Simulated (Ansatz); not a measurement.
Relaxation of CH4BClF2SiSn (11 atoms, charge 0, multiplicity 1), to a largest force component of 0.015 eV/Å in at most 40 steps.

These are results of RHF/def2-SVP in Ansatz, not measurements.

```xyz
11
Properties=species:S:1:pos:R:3
F -2.273 -2.063 1.968
B -1.694 -0.818 1.464
Cl -1.813 0.742 2.434
Sn -0.503 -0.840 -0.455
Si 1.837 0.025 -0.336
C 0.372 1.057 -0.732
F 0.395 1.442 -2.049
H -1.333 -1.242 -1.964
H 2.659 -0.358 -1.427
H 2.314 0.167 1.089
H 0.104 1.830 0.028
```

Task: Where does it end, and by what steps?

Result: It converged. After 23 steps the energy has fallen by 1.105 eV; F1 moved furthest, 0.72 Å.

| step | energy less start (eV) | largest force component (eV/Å) | accepted |
| --- | --- | --- | --- |
| 0 | 0.0000 | 4.444 | yes |
| 1 | -0.8547 | 2.002 | yes |
| 2 | -0.9001 | 1.663 | yes |
| 3 | -1.0300 | 1.010 | yes |
| 4 | -1.0520 | 0.808 | yes |
| 5 | -1.0710 | 0.456 | yes |
| 6 | -1.0547 | 0.363 | no |
| 7 | -1.0879 | 0.270 | yes |
| 8 | -1.0958 | 0.120 | yes |
| 9 | -1.0856 | 0.754 | no |
| 10 | -1.1010 | 0.094 | yes |
| 11 | -1.0888 | 0.546 | no |
| 12 | -1.1024 | 0.119 | yes |
| 13 | -1.1030 | 0.124 | yes |
| 14 | -1.1031 | 0.088 | yes |
| 15 | -1.1027 | 0.107 | no |
| 16 | -1.1041 | 0.029 | yes |
| 17 | -1.1044 | 0.031 | yes |
| 18 | -1.1035 | 0.092 | no |
| 19 | -1.1046 | 0.044 | yes |
| 20 | -1.1047 | 0.047 | yes |
| 21 | -1.1048 | 0.038 | yes |
| 22 | -1.1049 | 0.022 | yes |
| 23 | -1.1049 | 0.012 | yes |

```xyz
11
Properties=species:S:1:pos:R:3
F -2.817 -1.715 1.646
B -1.883 -0.822 1.470
Cl -1.703 0.411 2.721
Sn -0.518 -0.855 -0.341
Si 1.851 0.014 -0.342
C 0.394 1.149 -0.768
F 0.334 1.729 -1.997
H -1.026 -1.749 -1.692
H 2.639 -0.399 -1.518
H 2.688 0.321 0.836
H 0.107 1.859 0.007
```

Whether the end is a true minimum wasn't checked by a vibrational analysis.

Time of the run: 100 s on 2 threads of Arm Neoverse V1, on a shared host, peak memory 0.43 GiB.
